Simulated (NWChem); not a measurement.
System: NbOClF2; SMILES [O]=[Nb]([F])([F])[Cl]

Computed with NWChem. The geometry was optimised at PBE0/def2-SVP. def2 effective core potentials on Nb; no spin-orbit coupling. Level M06-L/def2-SVP: energy and gradient on several grids; changes count from the extra-fine grid, which is no exact limit either.

```csv
grid,size of the energy change (μHa),largest change of a gradient component (μHa/bohr)
xcoarse,20000,7000
coarse,200,800
medium,30,400
fine,< 10,200
xfine,< 10,< 30
```
